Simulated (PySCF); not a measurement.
# CeH: from constants to spectrum

ROHF-CCSD(T) constants of CeH, doublet, about 1.1 electrons in the 4f shell (Mulliken), real f orbitals that mix terms (Ce x2c-SVPall, H x2c-SVPall; spin-free X2C with a Gaussian nucleus (PySCF 2.14); masses 139.9054 and 1.0078 u):

| Quantity | Value |
| --- | --- |
| ωe | 1444.8 cm⁻¹ |
| ωexe | 12.6 cm⁻¹ |
| Be | 4.2084 cm⁻¹ |
| αe | 0.0585 cm⁻¹ |
| De to Ce (4f1 5d1 6s2) + H | 2.64 eV |

Problem. What force constant and bond length do these constants imply?

Solution. Reduced mass μred = 1.0006 u; k = 5.8918×10⁻⁷·μred·ωe² (u, cm⁻¹, mdyn/Å) = 1.23 mdyn/Å; Re = √(16.8576/(μred·Be)) (u, cm⁻¹, Å) = 2.001 Å.

Problem. Estimate the centrifugal constant D from the Kratzer relation and find the Dunham coefficient a1.

Solution. D = 4Be³/ωe² = 0.000143 cm⁻¹; a1 = −1 − αeωe/(6Be²) = -1.80.

Correlated steps freeze 18 core orbitals. Correlated levels converge slowly with the basis: in double zeta they bind strong bonds too weakly, by up to about 1 eV, and carry superposition errors of some tenths. These are scalar-relativistic numbers at best; spin–orbit coupling would shift them, the dissociation energy most. With d or f electrons several states lie close, and the lowest PBE0 determinant need not be the measured ground state.
